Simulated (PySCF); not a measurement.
Sn(F)2(Cl)(NH2) (ClF2H2NSn), SMILES [NH2][Sn]([F])([F])[Cl].

Geometry optimised at PBE-D3(BJ)/def2-SVP. The structure was generated by enumeration; whether it is a known compound was not checked. The def2 effective core potentials stand for the cores of Sn; spin–orbit coupling is left out. The values are those of a single conformer.

Calculation: PBE-D3(BJ)/def2-SVP run with PySCF.

Frequencies are harmonic and unscaled.

```tsv
mode	ν (cm⁻¹)	IR (km/mol)	moving atoms (share of kinetic energy)
1	39	30.4	H 62 %, N 20 %, F 15 %
2	116	0.7	N 37 %, F 29 %, Cl 23 %
3	136	11.1	F 42 %, Cl 28 %, Sn 20 %
4	143	3.9	H 44 %, F 35 %, N 18 %
5	158	13.7	F 66 %, Sn 20 %
6	168	43.7	F 59 %, Sn 17 %, N 12 %
7	378	36.2	Cl 77 %, Sn 20 %
8	539	39.1	N 77 %
9	613	65.0	F 82 %, Sn 13 %
10	628	58.5	F 83 %, Sn 17 %
11	694	77.7	H 83 %, N 14 %
12	886	9.9	H 91 %
13	1482	8.2	H 92 %
14	3381	28.4	H 96 %
15	3484	22.9	H 92 %, N 8 %
```
